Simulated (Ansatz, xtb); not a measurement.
Relative energy of two isomers of C5H8SeSi

Structure X: `[SiH3]Cc1ccc[se]1`, a singlet. Structure Y: `C=CC1=C[Se]C[SiH2]1`, a singlet. Both are isolated molecules in the gas phase, relaxed with PBE-D3(BJ)/def2-SVP; the shapes shown needn't be the lowest conformers.

X (Å):

```tsv
atom	x (Å)	y (Å)	z (Å)
C	-0.1299	-1.9317	0.0034
C	-0.9261	-1.1381	-0.9850
C	-2.3007	-1.0535	-1.1042
C	-2.7848	-0.2536	-2.1903
C	-1.8068	0.3177	-2.9721
Se	-0.0960	-0.1397	-2.3628
Si	0.5391	-3.5650	-0.7320
H	1.4730	-3.2622	-1.8716
H	1.2890	-4.3402	0.3209
H	-0.6049	-4.3981	-1.2386
H	0.7306	-1.3551	0.4051
H	-0.7716	-2.1876	0.8730
H	-2.9708	-1.5691	-0.3993
H	-3.8567	-0.1010	-2.3849
H	-1.9334	0.9704	-3.8445
```

Y (Å):

```json
{"atom": "C", "x (Å)": "0.4891", "y (Å)": "-1.1927", "z (Å)": "-2.4042"}
{"atom": "C", "x (Å)": "-0.2068", "y (Å)": "-0.0363", "z (Å)": "-2.2831"}
{"atom": "C", "x (Å)": "-0.6152", "y (Å)": "0.5734", "z (Å)": "-1.0252"}
{"atom": "C", "x (Å)": "-1.3150", "y (Å)": "1.7482", "z (Å)": "-0.9777"}
{"atom": "C", "x (Å)": "-1.0791", "y (Å)": "1.1785", "z (Å)": "1.8030"}
{"atom": "Se", "x (Å)": "-1.8609", "y (Å)": "2.5717", "z (Å)": "0.6345"}
{"atom": "Si", "x (Å)": "-0.2548", "y (Å)": "-0.1370", "z (Å)": "0.6830"}
{"atom": "H", "x (Å)": "0.7650", "y (Å)": "-1.5974", "z (Å)": "-3.3891"}
{"atom": "H", "x (Å)": "0.8054", "y (Å)": "-1.7740", "z (Å)": "-1.5215"}
{"atom": "H", "x (Å)": "-0.4978", "y (Å)": "0.5036", "z (Å)": "-3.2039"}
{"atom": "H", "x (Å)": "-1.6115", "y (Å)": "2.3028", "z (Å)": "-1.8866"}
{"atom": "H", "x (Å)": "-1.8957", "y (Å)": "0.7524", "z (Å)": "2.4173"}
{"atom": "H", "x (Å)": "-0.3512", "y (Å)": "1.6696", "z (Å)": "2.4775"}
{"atom": "H", "x (Å)": "1.2188", "y (Å)": "-0.2527", "z (Å)": "0.9743"}
{"atom": "H", "x (Å)": "-0.8692", "y (Å)": "-1.4956", "z (Å)": "0.8977"}
```

Which of the two would you expect CCSD(T)/def2-SVP + ΔMP2/def2-TZVPP electronic energies to favour?

Structure X; the calculation gives E(Y) − E(X) = +5.9 kcal/mol.

The same difference at several levels:

| level | geometry | E(Y) − E(X) (kcal/mol) | departure from the last row (kcal/mol) | job, with rough time for the two |
| --- | --- | --- | --- | --- |
| PBE-D3(BJ)/def2-SVP | PBE-D3(BJ)/def2-SVP | +7.5 | +1.7 | optimisation, 23 s |
| HF/def2-SVP | PBE-D3(BJ)/def2-SVP | +4.2 | −1.7 | part of the CCSD(T) run |
| MP2/def2-SVP | PBE-D3(BJ)/def2-SVP | +12.5 | +6.6 | part of the CCSD(T) run |
| CCSD(T)/def2-SVP | PBE-D3(BJ)/def2-SVP | +8.0 | +2.1 | single point |
| CCSD(T)/def2-SVP + ΔMP2/def2-TZVPP | PBE-D3(BJ)/def2-SVP | +5.9 |  | single point, 2.7 min |

As drawn, Y has 2 C=C, 2 C–Se, 1 C–Si, 1 C–H in place of 3 C∷C, 2 C∷Se, 1 Si–H (∷ is an aromatic bond). Structure X has a 5-membered ring (with an aromatic ring), Y a 5-membered ring.

None of the levels shown reverses the order. The largest departure from CCSD(T)/def2-SVP + ΔMP2/def2-TZVPP is that of MP2/def2-SVP, 6.6 kcal/mol. Levels run at GFN2-xTB geometries aren't shown. The last row adds to CCSD(T) the change of the MP2 difference between the two basis sets, here −2.1 kcal/mol.

With thermal terms from frequencies at re-optimised GFN2-xTB minima (ideal gas, soft modes damped towards free rotors, one conformer each, 298.15 K, 1 atm): the zero-point term adds +1.0 kcal/mol; ΔH is +6.9 and ΔG +6.8 kcal/mol.

The correlated steps freeze 19 core orbitals; the filled d shell of Se is correlated, in a basis made for valence electrons. Programs: Ansatz 0.2.0, xtb 6.7.1; the last row on 4 threads of Arm Neoverse V1 on a shared host.
